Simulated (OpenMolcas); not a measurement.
Tm3+ among 6 point charges of -1 e arranged as an octahedron (Oh).

| Quantity | Value |
| --- | --- |
| Program | OpenMolcas 26.06 |
| Method | CASSCF |
| Basis | ANO-RCC-VDZP [7s6p4d2f1g] |
| Scalar Hamiltonian | DKH2, point nucleus |
| Active space | 12 electrons in 7 orbitals (4f) |
| State averaging | 2S+1 = 3 even, 21 roots; 2S+1 = 1 even, 27 roots kept (CI in the orbitals of an earlier block) |
| Spin-orbit coupling | RASSI with atomic mean-field integrals over the reference wave functions |

All point charges move together. At R = 2.65 Å the width of the lowest J multiplet is 114 cm-1, and at R = 3.09 Å it is 53 cm-1.

**Question.** A third run gives 70 cm-1. What distance was it run at?

**Answer.** With a power law R^-n the two known points give n = -ln(53 / 114) / ln(3.09 / 2.65) = 4.99. Then R = 2.65 × (114 / 70)^(1/4.99) = 2.922 Å. The run was at 2.92 Å, so the estimate is off by +0.002 Å.

This is an electrostatic model: the charges have no orbitals. No measured value stands beside these numbers.
